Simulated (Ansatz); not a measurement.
Consider the substitution at a C–C bond: `C=C(C)C(O)=S` + H₂Se → `C=C(C)[SeH]` + `OC=S`.

Gas-phase electronic energies from Ansatz, PBE0-D4/def2-TZVP geometries. CCSD(T)/CBS adds triple-zeta CCSD(T) − MP2 to the extrapolated MP2 energy (def2 sets, frozen cores). This one scheme is used for every species. Functionals use def2-TZVPP. B3LYP here is the variant with VWN-RPA as its local correlation; programs differ in this. For Se outer-core shells are correlated without core-valence functions, which leaves a few kJ/mol of doubt a bond. Scalar relativity is left out up to krypton. Each species was taken in one conformer, which may not be the lowest.

Problem. Is it downhill or uphill in electronic energy at CCSD(T)/CBS, and by how much? (Best estimate.)

Solution. Ansatz gave: Uphill: ΔE = +0.62 eV.

Problem. What do these levels give: PBE-D4, PBE0-D4, B3LYP-D4, ωB97M-V, B2PLYP, PBE0, B3LYP, HF/def2-TZVPP, MP2/def2-TZVPP, HF/def2-QZVPP, HF/CBS(def2), CCSD/CBS(def2)? (Estimate.)

Solution. Ansatz gave: PBE-D4 0.61, PBE0-D4 0.65, B3LYP-D4 0.62, ωB97M-V 0.64, B2PLYP 0.60, PBE0 0.63, B3LYP 0.58, HF/def2-TZVPP 0.65, MP2/def2-TZVPP 0.60, HF/def2-QZVPP 0.64, HF/CBS(def2) 0.64, CCSD/CBS(def2) 0.61 eV.

Largest T1 diagnostic among the species: 0.018.

In def2-TZVPP, CCSD(T) changes the Hartree–Fock value by −0.04 eV (the triples alone add +0.01 eV) and MP2 by −0.05 eV. The D4 term adds +0.04 eV with B3LYP and +0.03 eV with PBE0; it sums over pairs of atoms, weighted by their polarisabilities, and B3LYP, whose exchange is more repulsive, gets the larger term.
